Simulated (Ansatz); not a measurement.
Species: GaH, net charge 1, doublet state. 
Geometry from a B3LYP-D3(BJ)/def2-TZVP (Ansatz, a quantum-chemistry and plane-wave program) optimisation:
```
Ga
H 1 1.6902
```
Charge +1, spin multiplicity 2.

Basis-set convergence of Hartree-Fock and CCSD(T) correlation energies (hartree) with Ansatz. Valence correlation only, unless marked. UHF or UKS for open shells. No spin-orbit coupling. The frozen core is the preceding noble-gas configuration, with the filled d and f shells of earlier blocks. Non-relativistic.

```json
[
 {"basis": "def2-SVP", "functions": "37", "E(HF)": "-1923.27800", "E(corr, CCSD(T))": "-0.04142"},
 {"basis": "def2-TZVPP", "functions": "62", "E(HF)": "-1923.52786", "E(corr, CCSD(T))": "-0.04569"},
 {"basis": "def2-QZVPP", "functions": "119", "E(HF)": "-1923.56826", "E(corr, CCSD(T))": "-0.04704"}
]
```

Extrapolating the two largest sets (X = 3 and 4) as X^-3: E(corr) = (64·(-0.04704) - 27·(-0.04569))/37 = -0.0480 Eh, an estimate of the basis-set limit. The largest set recovers 97.9 % of it, the smallest 86.2 %.
